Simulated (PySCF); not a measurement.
## CaSb: one state, many levels of theory

State: ⁴Σ⁻ (quartet), unpaired electrons σ ↑, π ↑↑. Set-up: Ca def2-SVPD, Sb def2-SVPD with ECP28; scalar-relativistic core potentials (PySCF 2.14). De refers to Ca + Sb in their high-spin ground configurations, without counterpoise correction. The functionals are run spin-unrestricted. A positive dipole means Ca(−)Sb(+).

```
      Level  Re (Å)  ωe (cm⁻¹)  De (eV)  μ (D)
        UHF   3.185        173     0.51  -3.91
    UHF-MP2   3.194        161    0.486    n/a
UHF-SCS-MP2   3.210        157    0.412    n/a
        LDA   3.012        192     1.49  -3.06
        PBE   3.086        177     1.17  -2.89
     r²SCAN   3.083        184     1.28  -3.52
    r²SCANh   3.086        184     1.23  -3.57
       PBE0   3.088        180     1.08  -3.23
      B97-3   3.128        171     1.00  -3.05
      HSE06   3.088        180     1.13  -3.25
```

The bond length runs from 3.012 Å (LDA) to 3.210 Å (UHF-SCS-MP2). De spans 0.41 eV (UHF-SCS-MP2, perturbation theory) to 1.49 eV (LDA, local density).

Correlated steps freeze 9 core orbitals. Correlated levels converge slowly with the basis: in double zeta they bind strong bonds too weakly, by up to about 1 eV, and carry superposition errors of some tenths. These are scalar-relativistic numbers at best; spin–orbit coupling would shift them, the dissociation energy most. Counting both spins, an empty level lies below a filled one in some of these solutions, because spin and occupation are held. The state was picked by a PBE0 search and need not be the measured ground state.

The whole job (state search and all levels along the bond) took about 3.2 min on 1 thread of Arm Neoverse V1 (shared host), peak memory 0.9 GiB.
